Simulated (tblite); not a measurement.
Compound: C6H13NOSi.
Numbering: `[CH3:1][C:2](=[O:3])[C@@H:4]1[CH2:5][C@@:6]1([SiH3:7])[CH2:8][NH2:9]` (hydrogens: H10, H11, H12 on C1; H13 on C4; H14, H15 on C5; H16, H17, H18 on Si7; H19, H20 on C8; H21, H22 on N9)

Structure used (GFN2-xTB), in Å, numbered top down from 1:
```
atom  x, y, z in Å
C1     3.0595    0.0866   -0.3250
C2     1.7296   -0.4298    0.1536
O3     1.5907   -1.5647    0.5755
C4     0.5964    0.4849    0.0692
C5    -0.2780    0.6250    1.3021
C6    -0.7750   -0.1600    0.1458
Si7   -0.8062   -2.0521    0.3509
C8    -1.8437    0.4153   -0.7593
N9    -1.7165    1.8549   -0.9517
H10    2.9991    0.2753   -1.3957
H11    3.2968    1.0265    0.1688
H12    3.8407   -0.6438   -0.1318
H13    0.7146    1.3732   -0.5362
H14    0.0361    0.0865    2.1846
H15   -0.6614    1.6143    1.5059
H16   -2.2433   -2.3488    0.1402
H17   -0.1293   -2.7423   -0.7401
H18   -0.5254   -2.4589    1.7195
H19   -2.8274    0.1213   -0.3559
H20   -1.7427   -0.0537   -1.7431
H21   -1.9710    2.3469   -0.1014
H22   -2.3539    2.1628   -1.6775
```

All values are computed: GFN2-xTB (tblite) harmonic vibrations without scaling, gas phase. This tight-binding method is rough: wavenumbers can miss measured ones by several per cent, in bad cases by 10 to 20. Modes of hydrogen on silicon can be 10 to 20 % off. One conformer, not necessarily the lowest.

Harmonic wavenumbers (cm⁻¹): 62.6, 82.0, 109.2, 123.7, 142.4, 200.1, 245.7, 283.7, 301.7, 328.3, 349.0, 392.5, 408.5, 568.3, 581.1, 596.7, 615.8, 630.7, 729.2, 821.7, 865.8, 867.5, 878.3, 903.3, 925.6, 952.1, 980.3, 1009.7, 1013.8, 1048.3, 1061.9, 1065.6, 1087.7, 1154.9, 1170.2, 1199.4, 1268.6, 1294.4, 1365.6, 1367.0, 1395.8, 1450.9, 1455.7, 1464.2, 1486.4, 1569.8, 1691.9, 2113.1, 2302.6, 2333.1, 2823.9, 2951.2, 3018.6, 3031.1, 3054.7, 3066.9, 3072.0, 3082.3, 3390.4, 3418.4.

A = 1787, B = 1150, C = 815.1 MHz; mass 143.077 u (most abundant isotopes); point group C1, symmetry number 1.

Task: What is the zero-point energy?

Result: Half the sum of the wavenumbers: 38613 cm⁻¹ = 461.91 kJ/mol.

Task: What is S at 298.15 K and 1 bar for an ideal gas of classical rigid rotors and harmonic oscillators?

Result: Translation 170.76, rotation 124.02, vibration 137.91: S = 432.7 J/(mol K).

Task: And Cp and H(298.15 K) − H(0)?

Result: Cp = 186.26 J/(mol K), of which vibrations give 153.01 (their classical limit is 60 R = 498.9); H(298.15 K) − H(0) = 32.46 kJ/mol without the zero-point energy, 22.54 from vibrations.

Task: Blend soft modes into free rotors: weight 1/[1 + (100 cm⁻¹/ν̃)⁴] for the oscillator and the rest for a rotor with moment μB/(μ + B), μ = h/(8π²ν), B = 10⁻⁴⁴ kg m². What vibrational entropy results?

Result: 130.33 J/(mol K) in place of 137.91, which changes −T·S at 298.15 K by +2.26 kJ/mol.

Task: How do the functions run with temperature in this model?

Result: 
| T (K) | S (J/(mol K)) | Cp (J/(mol K)) | H − H(0) (kJ/mol) | G − H(0) (kJ/mol) | ln q(vib) |
| --- | --- | --- | --- | --- | --- |
| 50 | 246.4 | 56.0 | 2.06 | -10.26 | 0.37 |
| 100 | 294.4 | 85.1 | 5.61 | -23.84 | 1.58 |
| 373.15 | 478.6 | 223.7 | 47.85 | -130.73 | 9.79 |
| 500 | 551.9 | 277.9 | 79.80 | -196.14 | 13.66 |
| 750 | 680.0 | 353.1 | 159.40 | -350.57 | 21.08 |
| 1000 | 788.7 | 401.7 | 254.16 | -534.51 | 27.99 |

q(vib) and H(0) count from the zero-point level.

Task: Which modes carry the vibrational entropy at 298.15 K?

Result: 62.6 cm⁻¹: 18.30; 82.0 cm⁻¹: 16.08; 109.2 cm⁻¹: 13.74; 123.7 cm⁻¹: 12.73; 142.4 cm⁻¹: 11.60; 200.1 cm⁻¹: 8.92 J/(mol K); the other 54 give 56.55 together.

Hindered rotation and anharmonicity are outside this model. Other conformers, if any are populated, would add a mixing term that is left out. The structure is chiral; the term R ln 2 for an equal mix with its mirror image is left out.

On Arm Neoverse N1, one thread (shared host), this took 1.6 s of wall time. The figure is for the frequency step alone.
